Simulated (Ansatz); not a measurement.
Program: Ansatz. Geometries: PBE0-D4/def2-TZVP. ΔE: electronic, gas phase. CBS: MP2 limit from def2 TZ/QZ plus the TZ coupled-cluster correction, frozen cores. This one scheme is used for every species. Functionals use def2-TZVPP. B3LYP here is the variant with VWN-RPA as its local correlation; programs differ in this. One conformer a species, not always the lowest.

Consider the hydrogenolysis of the Si–O bond: `N[SiH](O)S[SiH3]` + H₂ → `N[SiH2]S[SiH3]` + H₂O.

```csv
level,ΔE (kJ/mol),difference from CCSD(T)/CBS
PBE-D4,86.5,-4.2
r2SCAN-D4,97.8,7.1
PBE0-D4,86.0,-4.7
B3LYP-D4,93.9,3.2
ωB97X-V,92.2,1.5
ωB97M-V,94.7,4.0
B2PLYP,91.3,0.6
PBE,81.5,-9.2
r2SCAN,96.6,5.9
PBE0,81.7,-9.0
B3LYP,86.0,-4.7
HF/def2-TZVPP,84.5,-6.2
MP2/def2-TZVPP,96.8,6.1
SCS-MP2/def2-TZVPP,93.2,2.5
CCSD/def2-TZVPP,88.2,-2.5
CCSD(T)/def2-TZVPP,90.8,0.1
HF/def2-QZVPP,84.7,-6.0
MP2/def2-QZVPP,96.9,6.2
SCS-MP2/def2-QZVPP,93.3,2.6
HF/CBS(def2),84.7,-6.0
MP2/CBS(def2),96.8,6.1
CCSD/CBS(def2),88.2,-2.5
CCSD(T)/CBS,90.7,0
```

Largest T1 diagnostic among the species: 0.011.

The D4 term adds +7.9 kJ/mol with B3LYP and +4.2 kJ/mol with PBE0; it sums over pairs of atoms, weighted by their polarisabilities, and B3LYP, whose exchange is more repulsive, gets the larger term. In def2-TZVPP, CCSD(T) changes the Hartree–Fock value by +6.2 kJ/mol (the triples alone add +2.5 kJ/mol) and MP2 by +12.3 kJ/mol.
